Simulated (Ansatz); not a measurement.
Consider the formal exchange of groups at the Se–Al bond: `[SiH3][NH][AlH][SeH]` + `NCBO` → `NCB(O)[SeH]` + `[AlH2][NH][SiH3]`.

Calculated with Ansatz (gas phase, PBE0-D4/def2-TZVP geometries, no zero-point term in ΔE). CBS: MP2 limit from def2 TZ/QZ plus the TZ coupled-cluster correction, frozen cores. This one scheme is used for every species. For Se outer-core shells are correlated without core-valence functions, which leaves a few kJ/mol of doubt a bond. Scalar relativity is left out up to krypton. Each species was taken in one conformer, which may not be the lowest.

| level | ΔE (kcal/mol) |
| --- | --- |
| CCSD/def2-TZVPP | 19.3 |
| SCS-MP2/def2-QZVPP | 19.5 |
| HF/CBS(def2) | 20.1 |
| CCSD/CBS(def2) | 20.2 |

Task: What does CCSD(T)/CBS give? (Estimate.)

Result: The calculation gave: +20.0 kcal/mol. The listed levels differ from it by -0.7, -0.5, 0.1, 0.2 kcal/mol.

Largest T1 diagnostic among the species: 0.012.

In def2-TZVPP, CCSD(T) changes the Hartree–Fock value by −1.1 kcal/mol (the triples alone add −0.3 kcal/mol) and MP2 by −0.8 kcal/mol. From PBE to PBE0 (25 % exact exchange), in def2-TZVPP and without D4, ΔE moves by +1.2 kcal/mol.
